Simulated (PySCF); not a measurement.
Spectra and structures to be paired. Computed with TDDFT CAM-B3LYP/def2-SVPD, vertical, gas phase, core orbitals frozen in the response (PySCF 2.14.0, density-fitted response routines). Geometries: GFN2-xTB; one conformer of each isolated species. Triplets are in the Tamm–Dancoff approximation.

A. `[SiH3][Si]([SiH3])([SiH3])[SiH3]`
B. `N#Cc1cccpc1`
C. `C#CCPCC`
D. `C=PC1CCC1`
E. `CCP(C)(C)=S`

Lowest singlet levels (six at most, fewer where fewer were computed) with oscillator strengths:

1. 265 nm (f 0.017); 244 nm (f 0.015); 241 nm (f 0.072); 230 nm (f 0.004); 209 nm (f 0.508); 199 nm (f 0.370); T1 3.17 eV
2. 194 nm (f 0.011); 192 nm (f 0.079); 190 nm (f 0.023); 184 nm (f 0.014); 182 nm (f 0.006); 174 nm (f 0.064); T1 5.33 eV
3. 282 nm (f 0.007); 230 nm (f 0.167); 204 nm (f 0.005); 182 nm (f 0.015); 179 nm (f 0.003); 176 nm (f 0.011); T1 2.76 eV
4. 207 nm (f 0.065); 206 nm (f 0.066); 197 nm (f 0.004); 196 nm (f 0.004); 191 nm (f 0.000); 186 nm (f 0.018); T1 5.57 eV
5. 183 nm (f 0.000 summed over 3 states); 178 nm (f 0.000 summed over 2 states); 177 nm (f 0.035 summed over 3 states); T1 6.13 eV

Question: Match each spectrum to its molecule.

Answer: 1 = B, 2 = C, 3 = D, 4 = E, 5 = A.
- A: S1 at 6.79 eV, HOMO-2/HOMO-1/HOMO→LUMO/LUMO+1/LUMO+2 (≥63%); Löwdin shares by element: HOMO (one of a set within 0.03 eV) silicon 70% or more, hydrogen 5% or more (atoms not listed hold the other 26%); LUMO (one of a set within 0.03 eV) silicon 59% or more (atoms not listed hold the other 41%); HOMO -9.43 and LUMO 0.61 eV; point group Td, 5 of its 8 listed states under f = 0.0005.
- B: S1 at 4.67 eV, HOMO→LUMO+1 (48%), HOMO-1→LUMO (33%), HOMO→LUMO (14%); Löwdin shares by element: HOMO carbon 46% or more, phosphorus 28% (atoms not listed hold the other 26%); LUMO carbon 47% or more, phosphorus 25% (atoms not listed hold the other 28%); HOMO -8.92 and LUMO -1.22 eV; point group Cs.
- C: S1 at 6.38 eV, HOMO→LUMO (70%); Löwdin shares by element: HOMO phosphorus 58%, carbon 20% or more, hydrogen 6% or more (atoms not listed hold the other 17%); LUMO carbon 35% or more, phosphorus 12% (atoms not listed hold the other 53%); HOMO -8.20 and LUMO 1.15 eV.
- D: S1 at 4.39 eV, HOMO-1→LUMO (78%), HOMO→LUMO (20%); Löwdin shares by element: HOMO carbon 50% or more, phosphorus 36%; LUMO phosphorus 44%, carbon 40% or more (atoms not listed hold the other 16%); HOMO -8.47 and LUMO -0.45 eV.
- E: S1 at 6.00 eV, HOMO→LUMO (67%), HOMO→LUMO+3 (21%); Löwdin shares by element: HOMO (one of a set within 0.03 eV) sulfur 75%, phosphorus 14%, carbon 5% or more; LUMO carbon 34% or more, hydrogen 9% or more (atoms not listed hold the other 57%); HOMO -7.59 and LUMO 0.92 eV.

A slash joins orbitals within 0.01 eV of each other, whose weights are summed (≥ marks a lower bound).
